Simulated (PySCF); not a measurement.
Harmonic spectrum computed at B3LYP in the def2-SVP basis family (core potentials from Rb on, PySCF, no spin–orbit coupling):

```
symmetry  ω (cm⁻¹)  IR (km/mol)
      a1        50          0.0
      b2       113         35.9
      a1       137          0.1
```

Q: Which molecule gave it? In each, all ligands are bound to the one heavy central atom.
A. FeI₂ (quintet)
B. SiI₂ (singlet)
C. CoI₂ (quartet)
D. BrI₂ (doublet)

A: D. It has C2v symmetry with Br–I 2.721 Å (×2).
